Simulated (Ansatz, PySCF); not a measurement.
Barrier from R1 to the saddle point P1, each structure at its B3LYP-D3(BJ)/def2-TZVP stationary point, reached from a drawn start; harmonic modes at that level show the others as minima.
R1, F3Si (SMILES F[Si](F)F) (charge 0, multiplicity 2, Z-matrix in Å and degrees):
```
Si
F 1 1.5883
F 1 1.5883 2 107.92
F 1 1.5883 2 107.92 3 116.39
```
P1, F3Si, a first-order saddle point (one imaginary mode, 700i cm⁻¹) (charge 0, multiplicity 2):
```xyz
4

Si     0.000     0.000     0.000
F      1.605     0.000     0.000
F     -0.803     1.390     0.000
F     -0.803    -1.390     0.000
```

Quantity: the barrier height.

P less R. No zero-point or thermal terms; open shells are unrestricted. No path was followed down from the saddle.

Frozen-core correlation throughout. CBS: X⁻³ extrapolation of the correlation energy, Hartree–Fock from the larger set.

The values were computed with Ansatz (Gaussian basis) for Hartree–Fock, density functionals and correlated methods; PySCF for the D3/D4 terms. No computed number here is a measurement.

Costs are ratios of core time to PBE/def2-TZVPP (roughly 6 s), for whole runs (searches for the state included, and forces where a run took them) on one shared machine, so rough; each difference counts from 161.6 kJ/mol (CCSD(T)/CBS(cc-pV(T+d)Z, cc-pV(Q+d)Z), a level with limits of its own).

A star marks coupled-cluster runs past 200 virtual orbitals, where the program's memory plan changes under this machine's limit, so their costs aren't comparable with smaller runs.

```
level                        basis functions  cost  difference (kJ/mol)
---------------------------  ---------------  ----  -------------------
SVWN5/def2-TZVPP                         135  ×0.6                -44.0
PBE/def2-TZVPP                           135    ×1                -42.8
B3LYP/def2-TZVPP                         135    ×1                -24.8
BHLYP/def2-TZVPP                         135    ×1                  5.3
CAM-B3LYP-D3(BJ)/def2-TZVPP              135    ×2                -14.9
B2PLYP/def2-TZVPP                        135    ×2                -13.3
B2PLYP-D3(BJ)/def2-TZVPP                 135    ×2                -13.3
CCSD(T)/cc-pV(D+d)Z                       65    ×3                 -0.6
B97M-V/def2-TZVPP                        135    ×3                -23.9
wB97M-V/def2-TZVPP                       135    ×4                -27.8
CCSD(T)/cc-pV(T+d)Z                      129   ×10                  2.3
CCSD(T)/cc-pV(Q+d)Z                      229  ×80*                  1.0
```

The cheapest listed level whose difference stays within 4.2 kJ/mol: CCSD(T)/cc-pV(D+d)Z (-0.6 kJ/mol, cost ×3).

With a budget of 30 times the cost of PBE/def2-TZVPP, the closest level: CCSD(T)/cc-pV(D+d)Z, at -0.6 kJ/mol; next is CCSD(T)/cc-pV(T+d)Z at 2.3 kJ/mol.

What the step from CCSD(T)/cc-pV(D+d)Z to CCSD(T)/cc-pV(T+d)Z costs and buys: 65 to 129 functions, cost ×4 (rough); the difference goes from -0.6 to 2.3 kJ/mol.

Ansatz is a first-principles code.
